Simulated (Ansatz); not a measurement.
Molecule: CH$_{5}$O$_{3}$Si, charge -1, multiplicity 1. It need not be the lowest isomer of its formula. Whether it binds its extra electron was not tested at this geometry. 
Geometry from a B3LYP-D3(BJ)/def2-TZVP (Ansatz, a first-principles code) optimisation:
SMILES: C[Si]([O-])(O)O
```xyz
10

C      1.3903     0.6054    -0.9905
Si    -0.0767    -0.1188    -0.0344
O     -0.7716    -1.4094    -0.5689
O     -1.1266     1.2175     0.0702
O      0.5738    -0.3019     1.5284
H      1.0923     0.8729    -2.0079
H      1.7763     1.5059    -0.5024
H      2.2049    -0.1212    -1.0539
H     -2.0108     0.8787    -0.0996
H      0.2636    -1.1536     1.8507
```
Charge -1, spin multiplicity 1.

Parts of the frozen-core correlation energy in cc-pV(T+d)Z (Ansatz, hartree). Frozen orbitals: 9; correlated occupied orbitals by spin: 16 and 16; virtual: 204 and 204. No spin-orbit coupling. Non-relativistic.

```tsv
term	value
reference (HF)	-554.59844
MP2 opposite-spin	-0.77716
MP2 same-spin	-0.26040
CCSD correlation	-1.05465
(T)	-0.03973
T1 diagnostic	0.013
largest doubles amplitude	0.019
```
